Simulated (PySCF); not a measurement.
C₃H₇BO₂, SMILES C[C@@H]1COB1O. The structure is a stationary point at PBE-D3(BJ)/def2-SVP. The structure was generated by enumeration; whether it is a known compound was not checked. The values are those of a single conformer.

These are PBE-D3(BJ)/def2-SVP run with PySCF values and carry that method's errors.

Harmonic wavenumbers (cm⁻¹): 129, 167, 218, 320, 401, 472, 595, 613, 748, 853, 883, 925, 967, 970, 1081, 1113, 1126, 1152, 1178, 1260, 1341, 1351, 1413, 1427, 1432, 1502, 2957, 2965, 2996, 3030, 3037, 3048, 3775. Rotational constants (GHz): 5.079, 3.347, 2.210; symmetry number 1.

Q: Work out the zero-point energy and the ideal-gas rigid-rotor harmonic-oscillator thermochemistry at 298.15 K and 1 atm.

A: ZPE = ½ Σ hcν = ½ × 45446 cm⁻¹ = 64.97 kcal/mol. H − E(el) = 69.60 kcal/mol. Entropy in cal/(mol K): translation 39.26, rotation 26.55, vibration 12.62, total 78.43. G − E(el) = 46.22 kcal/mol. Cp = 25.23 cal/(mol K). Modes under 150 cm⁻¹ make the vibrational entropy uncertain.
